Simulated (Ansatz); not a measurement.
GeH₉NSi₂, SMILES `[SiH3][N]([SiH3])[GeH3]` at its PBE0-D4/def2-TZVP geometry, where that method's forces vanish. The species carries charge 0 and has multiplicity 1.

```xyz
13

Si   -0.3492    1.4677   -0.9180
N    -0.0797    0.0279   -0.0015
Si   -1.2383   -1.2424    0.1705
Ge    1.5971   -0.2230    0.7578
H     0.4011    1.4649   -2.2049
H    -1.8014    1.5814   -1.2120
H     0.1008    2.6597   -0.1474
H    -1.0730   -2.3112   -0.8544
H    -1.0595   -1.8756    1.5068
H    -2.6121   -0.6892    0.0557
H     2.5689    0.7210    0.0325
H     2.0060   -1.6913    0.5576
H     1.5392    0.1101    2.2574
```

**Question.** What forces (eV/Å) does PBE-D4/def2-TZVPP give on these atoms in the Gaussian-basis code of Ansatz? (Estimate.)

**Answer.** Computed: 
```
Si1 -0.014  0.160 -0.104
N2  -0.069  0.027  0.006
Si3 -0.120 -0.149  0.018
Ge4  0.225 -0.034  0.095
H5   0.077  0.010 -0.140
H6  -0.150  0.008 -0.030
H7   0.043  0.131  0.074
H8   0.008 -0.122 -0.107
H9   0.012 -0.070  0.135
H10 -0.143  0.060 -0.011
H11  0.097  0.096 -0.074
H12  0.043 -0.151 -0.022
H13 -0.008  0.034  0.159
```
